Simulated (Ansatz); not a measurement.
The same path of C₂H₃BS (7 atoms, charge 0, multiplicity 1) was run 3 times with different band settings. The coordinate that changes most is the dihedral C2–B3–S4–H7.

The calculation used Ansatz, RKS B3LYP/cc-pVDZ.

Relaxed end points:

```xyz
7
Properties=species:S:1:pos:R:3
C -1.617 -0.032 -0.917
C -0.706 0.065 -0.109
B 0.413 0.189 0.902
S 2.135 -0.147 0.510
H -2.419 -0.116 -1.625
H 0.210 0.523 2.037
H 1.984 -0.482 -0.799
```

```xyz
7
Properties=species:S:1:pos:R:3
C -1.920 0.016 -0.890
C -0.866 0.042 -0.275
B 0.428 0.081 0.512
S 1.964 -0.349 -0.323
H -2.847 -0.006 -1.432
H 0.444 0.392 1.671
H 2.797 -0.175 0.737
```

Common settings: movable images 9; climbing image yes; spring 5.0 eV/Å²; optimiser quadratic models (default); start path IDPP; force threshold 0.05 eV/Å; end points relaxed.

| run | iteration limit |
| --- | --- |
| 1 | 40 |
| 2 | 3 |
| 3 | 10 |

(1) What does each run give, and how far can it be trusted?

Answers

(1) Run 1: converged after 8 iterations, highest image 0.788 eV above the first end. A vibrational analysis at the climbing image gives one clearly imaginary mode, 605i cm⁻¹: a first-order saddle point.
Run 2: not converged after 3 iterations, highest image 0.797 eV above the first end. The band didn't meet its force threshold, so its energies are provisional: the largest band force was still 0.59 eV/Å, and over the last iterations the top moved between 0.80 and 0.96 eV.
Run 3: converged after 8 iterations, highest image 0.788 eV above the first end. Another band between the same ends (9 images) ends at a top of the same energy, where a vibrational analysis finds 1 clearly imaginary mode.
